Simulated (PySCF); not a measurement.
C2H3ClN2Si, SMILES Cl[SiH]1N=CC=N1. The structure is a stationary point at PBE0-D3(BJ)/def2-SVP. The structure was generated by enumeration, and PubChem lists no compound with its InChIKey, so it may never have been made.

All values below come from PBE0-D3(BJ)/def2-SVP run with PySCF.

Harmonic wavenumbers (cm⁻¹): 119, 184, 372, 472, 522, 608, 666, 738, 754, 806, 885, 899, 919, 1023, 1312, 1335, 1669, 1724, 2308, 3103, 3116. Rotational constants (GHz): 5.384, 1.774, 1.542; symmetry number 1.

Problem. Work out the zero-point energy and the ideal-gas rigid-rotor harmonic-oscillator thermochemistry at 298.15 K and 1 atm.

Solution. ZPE = ½ Σ hcν = ½ × 23536 cm⁻¹ = 33.65 kcal/mol. H − E(el) = 37.80 kcal/mol. Entropy in cal/(mol K): translation 40.23, rotation 27.48, vibration 9.86, total 77.57. G − E(el) = 14.67 kcal/mol. Cp = 22.03 cal/(mol K). Modes under 150 cm⁻¹ make the vibrational entropy uncertain.
